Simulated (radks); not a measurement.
Question: Numerical settings for neutral cadmium, [Kr] 4d10 5s2. All-electron calculation, scalar-relativistic Kohn-Sham, PBE, spin-unpolarised, spherical densities, point nucleus. Program: a radial shooting solver on a logarithmic mesh with Libxc functionals. The defaults (mesh step 0.008 in ln r, mesh end at 40 bohr or more with all orbitals vanishing there, Anderson mixing 0.5 over 9 steps, residual threshold near 1e-9 with the energy settled to 1e-9 hartree or 1e-11 of itself, here a cap of 72 iterations) give E = -5594.6538 hartree and 5s at -5.660 eV in 15 iterations. Run on one thread of a shared host, so times are rough (Arm Neoverse V2): 0.11 s of CPU time, 0.11 s wall, 15 iterations on 2725 mesh points. One setting is changed at a time: mesh step in ln r 0.12; mesh step in ln r 0.05; mesh step in ln r 0.005; mesh end (bohr) 8; mesh end (bohr) 400; residual threshold 0.001; residual threshold 1e-05; mixing 1.5; linear mixing, mixing 0.05; linear mixing, mixing 0.8; mixing history 3; iteration cap 2. Which runs fail to converge, and which converge to a wrong energy?

Answer: Not converged within the cap: mesh step in ln r 0.12; linear mixing, mixing 0.05; linear mixing, mixing 0.8; iteration cap 2. Settings that end as converged yet miss the energy by more than 1 mhartree: mesh end (bohr) 8 (+0.00227 hartree).
